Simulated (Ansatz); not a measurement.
Cartesian coordinates (Å):
```xyz
8

B      1.5063    -0.2697     0.3766
C      0.7366     0.5769    -0.4177
O     -0.6368     0.6337    -0.6023
B     -1.4699    -0.2122     0.0360
H      2.2492    -0.9201     1.0014
H      1.2632     1.3284    -1.0027
H     -2.6349    -0.1004    -0.1757
H     -1.0137    -1.0364     0.7845
```
Charge 0, spin multiplicity 1.

Method: frozen-core CCSD(T)/cc-pVTZ // B3LYP-D3(BJ)/def2-TZVP (Ansatz, a quantum-chemistry and plane-wave program).

| Quantity | Result |
|---|---|
| HF energy | -164.42275 Ha |
| MP2 correlation energy | -0.58380 Ha |

### Question
Estimate the CCSD correlation energy, the (T) correction, the total energy and the T1 diagnostic.

### Answer

```yaml
CCSD correlation energy: -0.61637 Ha
"(T) correction": -0.02559 Ha
CCSD(T) total energy: -165.06472 Ha
T1 diagnostic: 0.016
```
